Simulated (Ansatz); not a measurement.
Consider the ligand exchange at the Si–F bond: `N[SiH](F)CCl` + HCl → `N[SiH](Cl)CCl` + H–F.

Calculated with Ansatz (gas phase, PBE0-D4/def2-TZVP geometries, no zero-point term in ΔE). CCSD(T)/CBS adds triple-zeta CCSD(T) − MP2 to the extrapolated MP2 energy (def2 sets, frozen cores). This one scheme is used for every species. Functionals use def2-TZVPP. B3LYP here is the variant with VWN-RPA as its local correlation; programs differ in this. Each species was taken in one conformer, which may not be the lowest.

Q: Is it downhill or uphill in electronic energy at CCSD(T)/CBS, and by how much? (An estimate is asked.)

A: Ansatz gave: Uphill: ΔE = +9.1 kcal/mol.

Q: What do these levels give: B3LYP-D4, ωB97X-V, B2PLYP, PBE, r2SCAN, MP2/CBS(def2)? (Estimate.)

A: Ansatz gave: B3LYP-D4 10.1, ωB97X-V 10.2, B2PLYP 11.2, PBE 9.0, r2SCAN 10.1, MP2/CBS(def2) 7.5 kcal/mol.

Largest T1 diagnostic among the species: 0.010.

The D4 term adds −2.1 kcal/mol with B3LYP and −1.1 kcal/mol with PBE0; it sums over pairs of atoms, weighted by their polarisabilities, and B3LYP, whose exchange is more repulsive, gets the larger term. In def2-TZVPP, CCSD(T) changes the Hartree–Fock value by −3.5 kcal/mol (the triples alone add −0.8 kcal/mol) and MP2 by −5.1 kcal/mol.
